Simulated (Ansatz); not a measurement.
Geometry optimisation, Ansatz 0.2.0, UKS B3LYP-D4/def2-SVP.

Input:

```yaml
crystal:
  periodic: [false, false, false]
  atoms:
    - { symbol: C, position_ang: [0.0461, 1.2336, 0.0775] }
    - { symbol: Si, position_ang: [-0.3563, -0.4056, 0.7301] }
    - { symbol: F, position_ang: [0.5048, -0.6312, 2.0294] }
    - { symbol: P, position_ang: [0.2815, -1.9179, -0.7802] }
    - { symbol: H, position_ang: [-0.5785, 1.4722, -0.8594] }
    - { symbol: H, position_ang: [-0.2595, 2.0672, 0.7955] }
    - { symbol: H, position_ang: [1.0838, 1.4019, -0.1776] }
    - { symbol: H, position_ang: [-1.75, -0.5398, 1.0628] }
    - { symbol: H, position_ang: [-0.3966, -1.2939, -1.851] }
    - { symbol: H, position_ang: [1.5078, -1.4377, -1.0243] }
magnetization:
  spin_polarized: true
basis:
  gaussian: { orbitals: def2-SVP }
hamiltonian:
  xc: b3lyp
  dispersion: d4
relax:
  f_tol: 0.02
  max_steps: 50
```

Launched with:

```bash
$ ansatz run input.yaml --threads 2 --pin off --max-ram 3072MiB --backend cpu --events-out ev --progress --plain --runs-dir out
```

Question: Where does it end, and by what steps?

Answer: The run converged. The force dipped under the threshold on the way, but the program's further checks kept it going. After 10 steps the energy has fallen by 0.395 eV; H9 moved furthest, 0.24 Å.

```csv
step,energy less start (eV),largest force component (eV/Å),accepted
0,0.0000,2.751,yes
1,-0.2389,1.013,yes
2,-0.3743,0.483,yes
3,-0.3900,0.191,yes
4,-0.3900,0.173,no
5,-0.3927,0.028,yes
6,-0.3936,0.009,yes
7,-0.3942,0.061,yes
8,-0.3912,0.237,no
9,-0.3945,0.011,yes
10,-0.3946,0.007,yes
```

```xyz
10
Properties=species:S:1:pos:R:3
C 0.041 1.342 0.089
Si -0.327 -0.394 0.679
F 0.484 -0.630 2.080
P 0.313 -2.047 -0.742
H -0.509 1.559 -0.841
H -0.261 2.082 0.849
H 1.117 1.471 -0.110
H -1.781 -0.569 0.963
H -0.488 -1.507 -1.799
H 1.493 -1.357 -1.166
```

Run time: 39 s on 2 threads of Intel(R) Xeon(R) Platinum 8259CL CPU @ 2.50GHz (Skylake/Cascade Lake), with other jobs on the host, peak memory 0.29 GiB.
